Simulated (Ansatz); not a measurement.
H₈OSi₃, SMILES `O[SiH2][SiH2][SiH3]`, relaxed with RKS PBE0-D4/def2-TZVP in Ansatz from a PBE-D4/def2-SVP geometry. The force threshold is 0.005 eV/Å; the program also tests the step.

Total charge 0; spin multiplicity 1.

Start:

```xyz
12

O    -2.891    1.086    0.280
Si   -1.647    0.175   -0.408
Si    0.436    0.506    0.652
Si    2.093   -0.806   -0.382
H    -3.014    0.954    1.236
H    -1.563    0.627   -1.837
H    -1.942   -1.308   -0.393
H     0.831    1.961    0.600
H     0.337    0.112    2.107
H     3.435   -0.610    0.272
H     1.719   -2.262   -0.289
H     2.206   -0.435   -1.837
```

Problem. How much energy does the relaxation release, and in how many steps? (An estimate is asked.)

Solution. Computed: 4.53 kJ/mol, in 6 steps.

Problem. Which bonds change most? (An estimate is asked.)

Solution. The calculation gave: O1–Si2 from 1.688 to 1.653 Å; Si2–H7 from 1.513 to 1.493 Å; Si4–H11 from 1.506 to 1.488 Å; Si4–H12 from 1.506 to 1.488 Å.

Problem. Give the relaxed structure. (An estimate is asked.)

Solution. Ansatz gave: 
```xyz
12

O    -2.859    1.058    0.280
Si   -1.633    0.182   -0.403
Si    0.440    0.508    0.646
Si    2.082   -0.804   -0.381
H    -3.021    0.937    1.216
H    -1.566    0.629   -1.816
H    -1.934   -1.280   -0.381
H     0.837    1.944    0.593
H     0.338    0.117    2.083
H     3.406   -0.612    0.270
H     1.710   -2.241   -0.290
H     2.200   -0.437   -1.818
```
